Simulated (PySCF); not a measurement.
Molecule: SMILES N#CC1=C[C@H]1C#N, C5H2N2.

Bonds (- single, = double, # triple, : aromatic): N1#C2, C2-C3, C3=C4, C4-C5, C5-C6, C6#N7, C5-C3. C4 carries H8; C5 carries H9. Stereochemistry as in N#CC1=C[C@H]1C#N.

Frames of a GFN2-xTB Langevin trajectory at 400 K; GIAO PBE0/pcSseg-1 shieldings in PySCF 2.14, gas phase, non-relativistic; equivalent atoms averaged within each frame.

Referencing at the same level of theory: 15N (267.73 ppm) against NH3; 13C (186.93 ppm) and 1H (31.72 ppm) vs TMS. The references are static minima.

**Question.** How do the shifts (ppm) fluctuate along the trajectory?

**Answer.** 
```csv
time (fs),N1,N7,C6,C4,C2,C3,C5,H8,H9
250,368.4,301.5,127.5,121.7,114.7,102.2,6.7,7.54,3.23
425,352.0,292.2,127.3,135.9,111.7,111.3,7.3,7.38,1.51
625,399.9,296.7,117.6,134.0,120.2,112.3,17.7,7.53,3.54
800,383.5,315.0,130.2,143.1,118.4,118.6,6.6,7.08,2.32
1000,380.3,286.7,124.8,125.1,116.3,110.5,14.3,6.27,3.57
mean of frames,376.8,298.4,125.5,132.0,116.3,111.0,10.5,7.16,2.83
standard deviation,17.9,10.8,4.8,8.6,3.3,5.9,5.2,0.53,0.90
```

5 frames give an uncertainty of the mean of about the standard deviation over 2.2 at best, since frames this close in time may not be independent; classical motion lacks zero-point vibration, and the reference would need the same averaging.
